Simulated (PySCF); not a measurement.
Method: r2SCAN-D4/def2-TZVP in PySCF. All species are isolated molecules in the gas phase. 

Reference species (SMILES): `F[SiH]F` (neutral, multiplicity 2).

```json
{
  "dipole_moment": "1.30 D",
  "highest_occupied_spin_orbital": "-6.08 eV"
}
```

Changed species: `F[Si](F)[GeH3]` (radical fragment; the reference has radical fragment).

Problem. Predict the effect on the dipole moment and highest occupied spin orbital.

Solution. the dipole moment goes up by 0.23 D, to 1.53 D; the highest occupied spin orbital rises by 0.48 eV, to -5.60 eV.
